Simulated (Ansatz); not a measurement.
`C[CH](C)[Ge][F]` + HCl → `[F][Ge][Cl]` + propane at 500 K and 1 bar (ligand exchange at a Ge–C bond).

Gas-phase electronic energies from Ansatz, PBE0-D4/def2-TZVP geometries. CCSD(T)/CBS is the MP2 limit (def2-TZVPP, def2-QZVPP) plus CCSD(T) − MP2 in def2-TZVPP, frozen cores. This one scheme is used for every species. For Ge outer-core shells are correlated without core-valence functions, which leaves a few kJ/mol of doubt a bond. Scalar relativity is left out up to krypton. Each species was taken in one conformer, which may not be the lowest.

| species | CCSD(T)/CBS energy (Eh) | H − E (kJ/mol) | S (J/(mol·K)) |
| --- | --- | --- | --- |
| `C[CH](C)[Ge][F]` | -2294.29857 | 296.0 | 432.4 |
| HCl | -460.38127 | 32.5 | 201.9 |
| `[F][Ge][Cl]` | -2635.75718 | 30.9 | 316.5 |
| `CCC` | -118.98051 | 304.1 | 314.1 |

H − E and S are ideal-gas, rigid-rotor, harmonic terms from PBE0-D4/def2-TZVP, for one conformer and one mirror image of each species. 1 Eh = 2625.50 kJ/mol, R = 8.31446 J/(mol·K).

Task: By hand: ΔE, ΔH, ΔS and ΔG.

Result: ΔE = (-2635.75718) + (-118.98051) − (-2294.29857) − (-460.38127) = -0.05785 Eh = -151.9 kJ/mol. Δ(H − E) = 30.9 + 304.1 − 296.0 − 32.5 = 6.5, so ΔH = -145.4 kJ/mol. ΔS = 316.5 + 314.1 − 432.4 − 201.9 = -3.7 J/(mol·K). ΔG = -145.4 − 500 × (-3.7)/1000 = -143.6 kJ/mol.

Task: By hand: the equilibrium constant, and the temperature at which ΔG would vanish if ΔH and ΔS stayed fixed.

Result: log₁₀ K = −ΔG/(RT ln 10) = 15.0. ΔG = 0 at ΔH/ΔS = 39297 K, far beyond where these terms or the molecules hold.

The number of gas molecules stays the same, so ΔS is small and ΔH decides. A doubt of 5 kJ/mol in ΔE shifts log₁₀ K by 0.5 here. Other conformers and mirror images would add mixing entropy, several J/(mol·K) or more a flexible species. Modes under 60 cm⁻¹, often nearly free rotors, make the harmonic entropy too high. These are equilibria of isolated gas molecules and say nothing of rates. Largest T1 diagnostic: 0.014 (customary marks: 0.02 for closed shells, 0.045 for open ones).
